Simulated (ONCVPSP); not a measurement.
## Pm (Z = 61): variants of one ONCV potential

Base potential:

Pm (Z = 61), optimised norm-conserving Vanderbilt (ONCV), made with ONCVPSP 4.0.1 (PBE, scalar-relativistic). Core [Kr] 4d10, reference 4f5 5s2 5p6 6s1.5 6p0.5. Waves: 5s+6s: rc 2.40 bohr, ncon 3, nbas 7, qcut 4.6 1/bohr, 2 projectors; 5p+6p: rc 2.45 bohr, ncon 4, nbas 7, qcut 5 1/bohr, 2 projectors; d scattering state at 0.28 Ha: rc 2.25 bohr, ncon 4, nbas 7, qcut 3.9 1/bohr, 2 projectors, debl 3 Ha; 4f: rc 1.35 bohr, ncon 4, nbas 8, qcut 13.1 1/bohr, 2 projectors, debl 3.7 Ha. Local part: polynomial inside 1.00 bohr (lpopt 5, dvloc0 4 Ha). Core correction: none.

In the d channel the program set the typed energies aside and used 0.050, 3.050 Ha.

All-electron outer shells of the reference configuration (PBE, scalar-relativistic, ld1.x):

```
shell  level (eV)  outermost node (bohr)  outermost maximum (bohr)
   4d     -123.38                   0.29                      0.60
   5s      -42.52                   0.70                      1.29
   5p      -23.32                   0.75                      1.46
   6s       -3.90                   1.73                      3.72
   4f       -2.78                      –                      0.64
   6p       -1.52                   2.09                      4.96
```

Cutoffs, loose and tight: the cutoffs (Ha) at which the residual kinetic energy of the hardest occupied pseudo-wave falls to 1 and 0.1 mHa per electron. They do not see the model core or the augmentation charge, which bear on the density cutoff. Test errors are all-electron minus pseudo excitation energies from the reference, over the configurations 4f5 5s2 5p6 6s2 6p0; 4f5 5s2 5p6 6s1 6p0; 4f5 5s2 5p6 6s0 6p0; 4f5 5s2 5p6 5d1 6s0 6p0. A dash means not determined; rows that change the core or the reference have their own tests.

A true bound ghost makes a file unfit for plane-wave use even where its test errors are small: the radial tests pick states by their node count and pass the ghost by.

| change | outcome | cutoff, loose | cutoff, tight | bound ghosts | GHOST(+) flags above zero | largest test error (meV) |
| --- | --- | --- | --- | --- | --- | --- |
| base | generated, projector energies reset by the program | 71 Ha | 79 Ha | s | p | tests left out (the all-electron energies of this program are off by 10 to 40 meV for near-neutral 4f atoms) |
| d: rc 1.54 | generated, projector energies reset by the program | 71 Ha | 79 Ha | s | p, d | tests left out (the all-electron energies of this program are off by 10 to 40 meV for near-neutral 4f atoms) |
| d: rc 1.84 | generated, projector energies reset by the program | 71 Ha | 79 Ha | s | p | tests left out (the all-electron energies of this program are off by 10 to 40 meV for near-neutral 4f atoms) |
| d: rc 2.1 | generated, projector energies reset by the program | 71 Ha | 79 Ha | s | p | tests left out (the all-electron energies of this program are off by 10 to 40 meV for near-neutral 4f atoms) |
| d: rc 2.32 | generated, projector energies reset by the program | 71 Ha | 79 Ha | s | p | tests left out (the all-electron energies of this program are off by 10 to 40 meV for near-neutral 4f atoms) |
| d: rc 2.56 | generated, projector energies reset by the program | 71 Ha | 79 Ha | s | p | tests left out (the all-electron energies of this program are off by 10 to 40 meV for near-neutral 4f atoms) |
| d: rc 2.74 | generated, projector energies reset by the program | 71 Ha | 79 Ha | s | p, d | tests left out (the all-electron energies of this program are off by 10 to 40 meV for near-neutral 4f atoms) |
| d: rc 2.98 | generated, projector energies reset by the program | 71 Ha | 79 Ha | s | p, d | tests left out (the all-electron energies of this program are off by 10 to 40 meV for near-neutral 4f atoms) |

(1) What comes out with this change to the base: d: rc 3.24?

Results:

(1) outcome: generated, projector energies reset by the program; cutoff, loose: 71 Ha; cutoff, tight: 79 Ha; bound ghosts: s, d; GHOST(+) flags above zero: p; largest test error (meV): tests left out (the all-electron energies of this program are off by 10 to 40 meV for near-neutral 4f atoms).

Reading the sweep of the d radius (base included, trends over the rows without a ghost): Bound ghosts are found at 1.54, 1.84, 2.1, 2.25, 2.32, 2.56, 2.74, 2.98, 3.24 bohr. Every judged row has one, so this setting neither creates nor removes them.
